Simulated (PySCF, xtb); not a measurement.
Se(I)(Me) (CH3ISe), SMILES C[Se]I.

GFN2-xTB in xtb at its own geometry gives an orbital gap of 2.70 eV and a dipole moment of 4.99 D.

Coordinates come from a PBE0-D3(BJ)/def2-SVP optimisation. The def2 effective core potentials stand for the cores of I; spin–orbit coupling is left out.

Problem. What does PBE0/def2-TZVPD (PySCF) give? (Estimate from the structure and the level; the computed values follow.)

Solution. gap 3.85 eV (levels -6.41 and -2.56 eV), dipole 1.83 D.
